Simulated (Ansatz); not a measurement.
# How methods differ on SiF3 (trifluorosilyl)

The species is SiF3 (4 atoms), meant as a doublet with charge 0. SMILES: `F[Si](F)F`. The shape was relaxed beforehand at B3LYP/def2-SVP.

```tsv
atom	x (Å)	y (Å)	z (Å)
F	0.8007	-0.5175	1.1733
Si	-0.2905	0.2190	0.2408
F	-1.0126	-0.9100	-0.6574
F	0.5024	1.2086	-0.7567
```

Each level gives the dissociation energy of the F3–Si2 bond into doublet F and singlet SiF2 (shapes relaxed at B3LYP/def2-SVP, no zero-point term) (eV). The values are calculated.

```csv
level,kind,program,value (eV),less CCSD(T)/def2-TZVPP
UHF/def2-TZVPP,Hartree–Fock,Ansatz,3.77,-0.73
USVWN5/def2-TZVPP,LDA,Ansatz,5.46,+0.96
UBLYP/def2-TZVPP,GGA,Ansatz,4.50,0.00
UB3LYP/def2-TZVPP,global hybrid,Ansatz,4.49,-0.01
U-wB97M-V/def2-TZVPP,range-separated hybrid,Ansatz,4.41,-0.09
UCAM-B3LYP/def2-TZVPP,range-separated hybrid,Ansatz,4.63,+0.13
UB2PLYP/def2-TZVPP,double hybrid,Ansatz,4.59,+0.09
UMP2/def2-TZVPP,perturbation theory,Ansatz,4.97,+0.47
UCCSD(T)/def2-TZVPP,coupled cluster or CI,Ansatz,4.50,0.00
```

Differences are taken from UCCSD(T)/def2-TZVPP for orientation; it has basis-set and higher-order errors of its own. The values span 3.77 to 5.46 eV. Hartree–Fock misses the correlation of the electron pair that is broken and comes out low. A fragment with an even electron count was run as a singlet and may have a lower triplet. Measured bond enthalpies also hold zero-point and thermal terms, a few tenths of an eV less.
